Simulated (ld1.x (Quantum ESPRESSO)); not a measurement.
**Li (Z = 3): excitation energies, all-electron against TM**

```json
{
  "Element": "lithium",
  "Generator": "ld1.x (Quantum ESPRESSO) 7.5",
  "Type": "norm-conserving Troullier–Martins (Kleinman–Bylander form)",
  "Functional": "LDA (PZ)",
  "Relativity": "non-relativistic",
  "Frozen core": "[He]",
  "Valence charge": "1",
  "Reference configuration": "2s1 2p0",
  "Partial waves": "2s (bound): rc 2.35 bohr; 2p (bound, empty): rc 4.20 bohr; 3d channel at 0.35 Ry: rc 3.60 bohr",
  "Local potential": "all-electron potential smoothed inside 2.05 bohr (lloc = -1)",
  "Core correction": "a·sin(br)/r model core inside 1.70 bohr"
}
```

Energies are relative to the spin-unpolarised reference configuration 2s1 2p0; without spin polarisation the order of configurations can differ from experiment. Spin-polarised rows fill each open shell by Hund’s rule, majority spin first.

| valence configuration | charge | ΔE all-electron (eV) | error AE − PS (meV) |
| --- | --- | --- | --- |
| 2s0.5 2p0 | +0.5 | 2.044 | +1.3 |
| 2s1 2p0 (spin-polarised) | 0 | -0.233 | +2.4 |
| 2s0.5 2p0 (spin-polarised) | +0.5 | 1.953 | +2.0 |

What are ΔE and the potential's error for 2s0 2p1?

ΔE = 1.753 eV all-electron; the error (AE − PS) is -4.3 meV.

Levels in the configuration 2s0 2p1:

| level | all-electron (eV) | pseudo (eV) |
| --- | --- | --- |
| 2p | -1.583 | -1.586 |
